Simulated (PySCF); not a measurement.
Structure problem from calculated spectra and properties.

Formula: C3H8BN.

* NMR, other nuclei: isotropic shieldings of nuclei other than C and H, by class: 64 (1 B), 105 (1 N) ppm [GIAO PBE0/pcSseg-1]
* 13C NMR: chemical shifts (computed TMS as zero) by class: 34.8 (1 C), 9.3 (2 C) ppm [GIAO PBE0/pcSseg-1]
* UV, first state: lowest singlet excitation: 7.02 eV (177 nm, f = 0.022) [TDDFT wB97X-D/def2-SVPD]
* Triplet: lowest triplet excitation (Tamm–Dancoff): 5.48 eV [TDA wB97X-D/def2-SVPD]
* Rotational structure: rotational constants A, B, C: 15.077, 3.099, 2.976 GHz [PBE0-D3(BJ)/def2-SVP]
* UV, strongest line: among the 10 lowest singlet transitions: S2 at 7.05 eV (176 nm, f = 0.335) [TDDFT wB97X-D/def2-SVPD]
* Polarisability: 59.5 au [wB97X-D/def2-SVPD]
* Valence photoelectron: vertical ionisation energy: 9.26 eV [ΔSCF wB97X-D/def2-SVPD]
* 1H NMR: chemical shifts (computed TMS as zero) by class: 4.78 (2 H), 3.75 (1 H), 2.66 (1 H), 0.75 (2 H), 0.28 (2 H) ppm [GIAO PBE0/pcSseg-1]

Electronic properties: PySCF, gas phase, density fitting. Levels stand in brackets. Isolated species at its PBE0-D3(BJ)/def2-SVP geometry (one conformer only). Each NMR value is the plain mean over a class of atoms that symmetry, rotation or inversion makes alike.

Question: What is the compound? Reason from the data.

Answer: Numbering: `[BH2:1][NH:2][CH:3]1[CH2:4][CH2:5]1`. 3 carbons fall into 2 classes; from least to most shielded: ring sp3 carbon bound to nitrogen [C3] (34.8 ppm), three-membered-ring carbon [C4/C5] (9.3 ppm, 2 C). Hydrogen classes from least to most shielded: 2 H on a three-coordinate boron, B1 (4.78 ppm), 1 H on a boron-bound nitrogen, N2 (3.75 ppm), 1 H on an sp3 carbon bound to nitrogen, C3 (2.66 ppm), 2 H on 2 three-membered-ring carbons, C4/C5 (0.75 ppm), 2 H on 2 three-membered-ring carbons, C4/C5 (0.28 ppm). The other shieldings belong to: 64 ppm, three-coordinate boron [B1]; 105 ppm, boron-bound nitrogen [N2]. The first electron is taken from the HOMO, whose largest Löwdin shares are 0.36 on the boron-bound nitrogen, 0.18 on the sp3 carbon bound to nitrogen and 0.12 on each of 2 atoms of one kind (three-membered-ring carbon). The optimised geometry has point group Cs and is an asymmetric top. Structure: `BNC1CC1`. Computed isomers that give other values at the same levels: `NBC1CC1` (smallest rotational constant: 2.675 GHz; this holds for the one conformer computed); `[BH3-][N+]#CCC` (13C chemical shifts (computed TMS as zero) by class: 117.1 (1 C), 13.0 (1 C), 11.4 (1 C) ppm); `BN1C[C@@H]1C` (rotational constant A: 9.065 GHz; this holds for the one conformer computed). The assignments are read from this structure; whether some other isomer fits the data as well wasn't checked.

The values belong to the conformer `[BH2:1][NH:2][CH:3]1[CH2:4][CH2:5]1`: B1–N2–C3–C4 144°.
